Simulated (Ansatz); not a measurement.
Ansatz (an electronic-structure program) input:

Ansatz 0.2 input:
```yaml
crystal:
  periodic: [false, false, false]
  atoms:
    - {symbol: C, position_ang: [-0.52691339, 0.04651992, 0.06133781]}
    - {symbol: N, position_ang: [0.75631435, -0.08947939, -0.07129696]}
    - {symbol: C, position_ang: [1.92905062, -0.21453752, -0.19130466]}
    - {symbol: H, position_ang: [-1.06402084, -0.60204968, 0.73092054]}
    - {symbol: H, position_ang: [-1.04075306, 0.80833821, -0.49884172]}
basis:
  gaussian:
    orbitals: def2-TZVP
hamiltonian:
  xc: b3lyp
  dispersion: d3bj
magnetization: {spin_polarized: true, initial_magnetization: 1}
relax: {f_tol: 0.002, max_steps: 150}
```

Q: What final total energy does it print?

A: -132.11668 Eh (B3LYP-D3(BJ)/def2-TZVP). The basis has 105 functions.

It need not be the lowest isomer of its formula.
